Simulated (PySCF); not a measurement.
Potential energy of ZnH along the bond

Set-up: Zn x2c-TZVPPall, H x2c-TZVPPall; spin-free X2C with a Gaussian nucleus (PySCF 2.14). Energies in eV from Zn + H in their ground configurations at the same level. State: ²Σ⁺ (doublet), unpaired electrons σ ↑.

| R (Å) | ωB97M-V | revPBE |
| --- | --- | --- |
| 1.381 | -0.6694 | -0.5406 |
| 1.445 | -0.8388 | -0.7204 |
| 1.510 | -0.9311 | -0.8254 |
| 1.558 | -0.9615 | -0.8666 |
| 1.606 | -0.9660 | -0.8827 |
| 1.654 | -0.9501 | -0.8791 |
| 1.718 | -0.9047 | -0.8509 |
| 1.799 | -0.8214 | -0.7894 |
| 1.895 | -0.6996 | -0.6929 |
| 2.024 | -0.5279 | -0.5503 |

Question: Put a parabola through the three lowest points of the ωB97M-V curve and estimate Re, k and ωe (reduced mass 0.9922 u; 1 eV/Å² = 0.16022 mdyn/Å; ωe = 1302.8·√(k/μ) cm⁻¹).

Answer: Through R = 1.558, 1.606, 1.654 Å the second-order coefficient is 4.43 eV/Å², so Re ≈ 1.593 Å, k ≈ 1.42 mdyn/Å and ωe ≈ 1558 cm⁻¹. A polynomial fit of higher order to the unrounded ωB97M-V energies gives Re = 1.591 Å, k = 1.52 mdyn/Å, ωe = 1610 cm⁻¹; anharmonicity and rounding make the difference.

The higher-order fit for each curve: ωB97M-V: Re = 1.591 Å, ωe = 1610 cm⁻¹, De = 0.97 eV; revPBE: Re = 1.620 Å, ωe = 1473 cm⁻¹, De = 0.88 eV.

The state is the lowest determinant that a PBE0 search found; another state may lie lower at other levels.
